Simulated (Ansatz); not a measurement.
The same hydrolysis along the group F, Cl, Br.

Computed with Ansatz on PBE0-D4/def2-TZVP structures; ΔE is electronic, products minus reactants. CBS: MP2 limit from def2 TZ/QZ plus the TZ coupled-cluster correction, frozen cores. This one scheme is used for every species. Functionals use def2-TZVPP. For Br outer-core shells are correlated without core-valence functions, which leaves a few kJ/mol of doubt a bond. Scalar relativity is left out up to krypton. Each species was taken in one conformer, which may not be the lowest.

```csv
reaction,ωB97X-V (eV),CCSD/CBS(def2) (eV)
`COB(O)F` + H₂O → `COB(O)O` + H–F,0.18,0.17
`COB(O)Cl` + H₂O → `COB(O)O` + HCl,-0.41,-0.42
`COB(O)Br` + H₂O → `COB(O)O` + HBr,-0.51,-0.48
```

Task: Give the CCSD(T)/CBS values in the same order. (Estimate.)

Result: The calculation gave: 0.16, -0.38, -0.44 eV.

Largest T1 diagnostic: 0.012, for `COB(O)F`.
